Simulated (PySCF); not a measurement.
# How the method changes the constants of RbSb⁻

State: ⁴Σ⁻ (quartet), unpaired electrons σ ↑, π ↑↑. Set-up: basis Rb def2-SVPD with ECP28, Sb def2-SVPD with ECP28; scalar-relativistic core potentials; PySCF 2.14. De refers to Rb + Sb⁻ in their high-spin ground configurations, without counterpoise correction. The functionals are run spin-unrestricted. A positive dipole points towards Sb; it is taken about the centre of mass and depends on that origin.

```tsv
Level	Re (Å)	ωe (cm⁻¹)	De (eV)	μ (D)
PBE	3.716	77.0	n/a	5.62
PBEsol	3.660	80.9	n/a	5.44
r²SCAN	3.718	79.0	n/a	5.13
TPSSh	3.715	79.0	n/a	6.25
PBE0	3.686	82.0	n/a	5.38
B2PLYP	3.733	78.9	n/a	4.96
```

The bond length runs from 3.660 Å (PBEsol) to 3.733 Å (B2PLYP).

Correlated steps freeze 4 core orbitals. Spin–orbit coupling is left out, which matters for elements this heavy, above all for dissociation energies. Counting both spins, an empty level lies below a filled one in some of these solutions, because spin and occupation are held. The highest Kohn–Sham level is positive in this anion. Much of that is self-interaction error, but it also means that the finite basis helps to hold the extra electron. B2PLYP dipoles, levels and charges come from its SCF part alone. The state is the lowest determinant that a PBE0 search found; another state may lie lower at other levels.
